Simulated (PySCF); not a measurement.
**Question.** Write Cartesian coordinates for InChI=1S/C3HClF2S/c4-3(5,6)1-2-7/h1H as optimised with LC-wPBE/def2-SVP.

**Answer.** 
```
atom  x, y, z in Å
F1    -0.2792   -1.4016   -0.8745
C2    -0.7975   -0.2517   -0.4269
F3    -1.2773    0.4188   -1.4839
Cl4   -2.1638   -0.6257    0.6331
C5     0.2310    0.5584    0.2907
C6     1.4616    0.1358    0.4649
S7     2.9078   -0.3517    0.6830
H8    -0.0713    1.5332    0.6815
```

Any rigid rotation of these coordinates is as good. Atoms count from 1 in this order. The 2 C–C bonds span 1.313 Å (C5=C6, drawn double) to 1.493 Å (C2–C5, drawn single), a spread of 0.180 Å.

Bonds between heavy atoms (Å): F1–C2 1.338, C2–F3 1.341, C2–Cl4 1.769, C2–C5 1.493, C5=C6 1.313, C6=S7 1.542.

Theory: LC-wPBE/def2-SVP geometry optimisation, gas phase in PySCF.

Point group: C1 (no symmetry element, even within 0.4 Å). LC-wPBE/def2-SVP frequencies: not computed here. The numbers are those of one conformer (F1–C2–C5–C6 -2°).
